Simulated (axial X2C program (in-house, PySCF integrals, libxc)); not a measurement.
**Outer orbitals of BeBr at 1.959 Å, HF**

Calculated with an axial X2C code built on PySCF integrals. Spin-free means the one-electron spin-free X2C Hamiltonian; two-component (2c) means X2C with spin–orbit coupling and atomic mean-field two-electron Coulomb and Gaunt terms, so the difference of the two also holds small scalar two-electron terms. Basis: Br dyall-cv3z [8s9p6d4f1g], Be dyall-cv3z [8s8p3d1f] (cores contracted in-house); Gaussian nuclei, density fitting, unrestricted open shells. Masses: Br 78.918 u, Be 9.012 u.

The distance is close to the 2c PBE0 minimum; the highest filled and lowest empty levels are listed.

Spin-free orbitals, state M_S = 1/2, Λ = 0 (beyond evenly filled blocks: σα) (Löwdin shares):

```json
{"symmetry": "σα", "occupied": "yes", "ε (eV)": "-28.13", "atomic character": "74% Br s, 13% Be p, 7% Be s"}
{"symmetry": "σβ", "occupied": "yes", "ε (eV)": "-28.03", "atomic character": "74% Br s, 13% Be p, 7% Be s"}
{"symmetry": "σα", "occupied": "yes", "ε (eV)": "-14.03", "atomic character": "73% Br p, 16% Be s, 5% Be p"}
{"symmetry": "σβ", "occupied": "yes", "ε (eV)": "-13.66", "atomic character": "75% Br p, 10% Be s, 9% Be p"}
{"symmetry": "π+β", "occupied": "yes", "ε (eV)": "-11.74", "atomic character": "87% Br p, 7% Be p, 5% Be d"}
{"symmetry": "π-β", "occupied": "yes", "ε (eV)": "-11.74", "atomic character": "87% Br p, 7% Be p, 5% Be d"}
{"symmetry": "π+α", "occupied": "yes", "ε (eV)": "-11.71", "atomic character": "86% Br p, 8% Be p, 4% Be d"}
{"symmetry": "π-α", "occupied": "yes", "ε (eV)": "-11.71", "atomic character": "86% Br p, 8% Be p, 4% Be d"}
{"symmetry": "σα", "occupied": "yes", "ε (eV)": "-9.10", "atomic character": "51% Be s, 42% Be p, 5% Br p"}
{"symmetry": "σβ", "occupied": "no", "ε (eV)": "0.50", "atomic character": "74% Be s, 20% Be p"}
{"symmetry": "π+α", "occupied": "no", "ε (eV)": "1.04", "atomic character": "91% Be p, 5% Br p"}
{"symmetry": "π-α", "occupied": "no", "ε (eV)": "1.04", "atomic character": "91% Be p, 5% Br p"}
{"symmetry": "π-β", "occupied": "no", "ε (eV)": "1.54", "atomic character": "96% Be p, 3% Br p"}
{"symmetry": "π+β", "occupied": "no", "ε (eV)": "1.54", "atomic character": "96% Be p, 3% Br p"}
```

Spinors with spin–orbit coupling (state Ω = 1/2):

| ω | occupied | ε (eV) | atomic character | λ mixture |
| --- | --- | --- | --- | --- |
| 1/2 | yes | -28.13 | 74% Br s, 13% Be p, 7% Be s | 100% σ |
| -1/2 | yes | -28.03 | 74% Br s, 13% Be p, 7% Be s | 100% σ |
| 1/2 | yes | -14.05 | 74% Br p, 16% Be s, 5% Be p | 99% σ, 1% π |
| -1/2 | yes | -13.69 | 76% Br p, 10% Be s, 9% Be p | 98% σ, 2% π |
| 1/2 | yes | -11.90 | 87% Br p, 7% Be p, 4% Be d | 99% π, 1% σ |
| -1/2 | yes | -11.86 | 86% Br p, 8% Be p, 4% Be d | 98% π, 2% σ |
| -3/2 | yes | -11.56 | 86% Br p, 7% Be p, 5% Be d | 100% π |
| 3/2 | yes | -11.53 | 85% Br p, 9% Be p, 4% Be d | 100% π |
| 1/2 | yes | -9.09 | 51% Be s, 42% Be p, 5% Br p | 100% σ |
| -1/2 | no | 0.50 | 74% Be s, 20% Be p | 100% σ |
| -1/2 | no | 1.03 | 92% Be p, 5% Br p | 100% π |
| 3/2 | no | 1.05 | 91% Be p, 5% Br p | 100% π |
| 1/2 | no | 1.54 | 96% Be p, 3% Br p | 100% π |

Mulliken charges and populations of the two-component result (they depend on the basis, above all on diffuse functions):

Br -0.26 e (s 7.94 p 17.30 d 10.02), Be 0.26 e (s 2.93 p 0.73 d 0.07 f 0.01). ⟨Lz⟩ = 0.00 ħ and ⟨Sz⟩ = 0.50 ħ (0.00 and 0.50 on the two atoms), which add up to Ω.

The state is a single determinant with fixed occupations, the lowest that a limited PBE0 search found.
